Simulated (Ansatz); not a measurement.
The cluster CdCl₂. The state is a singlet with charge 0. Geometry r2SCAN-D4/def2-TZVP.

```csv
atom,x (Å),y (Å),z (Å)
Cd1,1.170,-1.940,-0.868
Cl2,-0.058,0.096,0.043
Cl3,-1.112,1.844,0.825
```

In the def2 sets Cd takes a core potential; there is no spin–orbit coupling. LC-ωPBE has ω = 0.4 bohr⁻¹. The restricted singlet is unstable towards broken spin symmetry at other levels; at PBE-D4/def2-TZVP, r2SCAN-D4/def2-TZVP, PBE0-D4/def2-TZVP, LC-ωPBE/def2-TZVP this wasn't settled. In the singlet, Cl2 and Cl3 lie 2.19 Å apart (atoms count from 1), so these atoms are partly bonded to each other. Another isomer (singlet) lies 3.05 eV lower at PBE0-D4/def2-TZVP; other spin states weren't run for this one.

Task: Estimate the orbital energies around the gap (eV) in Ansatz with PBE-D4/def2-TZVP, r2SCAN-D4/def2-TZVP, PBE0-D4/def2-TZVP, LC-ωPBE/def2-TZVP.

Result: 
| orbital | PBE-D4/def2-TZVP | r2SCAN-D4/def2-TZVP | PBE0-D4/def2-TZVP | LC-ωPBE/def2-TZVP |
| --- | --- | --- | --- | --- |
| HOMO−5 | -10.74 | -11.16 | -12.11 | -14.92 |
| HOMO−4 | -8.62 | -9.04 | -10.22 | -13.42 |
| HOMO−3 | -8.62 | -9.04 | -10.22 | -13.42 |
| HOMO−2 | -6.67 | -7.02 | -8.13 | -11.15 |
| HOMO−1 | -6.67 | -7.02 | -8.13 | -11.15 |
| HOMO | -6.57 | -6.69 | -7.10 | -8.82 |
| LUMO | -4.41 | -4.46 | -3.77 | -2.06 |
| LUMO+1 | -1.59 | -1.28 | -0.94 | 0.90 |
| LUMO+2 | -1.59 | -1.28 | -0.94 | 0.90 |
| LUMO+3 | -0.06 | 0.49 | 0.66 | 2.57 |
| LUMO+4 | 1.98 | 2.86 | 2.71 | 4.56 |
| LUMO+5 | 4.45 | 5.53 | 5.44 | 7.77 |
